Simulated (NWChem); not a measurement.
# BF

```xyz
2

B      0.0000     0.0000    -0.8194
F      0.0000     0.0000     0.4552
```
Atoms are numbered in this order, from 1.

Results from NWChem. Pople sets run with spherical d functions. The geometry was optimised at PBE-D3(BJ)/def2-SVP. Level PBE/6-31G*: single points from the atomic guess with DIIS by default; each run changes one setting, and all converged runs end within 0.3 mHa of each other. cgmin counts macro-iterations, each dearer than a DIIS step.

Q: Which setting needs the most SCF iterations, or fails (defaults; quadratically convergent solver (cgmin); no DIIS, 40 % damping; core-Hamiltonian guess; occupation smearing of 0.005 Ha; DIIS on 20 Fock matrices)?

A: no DIIS, 40 % damping, with 154 against 6 for the defaults.
| setting | SCF iterations |
|---|---|
| defaults | 6 |
| occupation smearing of 0.005 Ha | 6 |
| quadratically convergent solver (cgmin) | 5 |
| no DIIS, 40 % damping | 154 |
| DIIS on 20 Fock matrices | 6 |
| core-Hamiltonian guess | 12 |
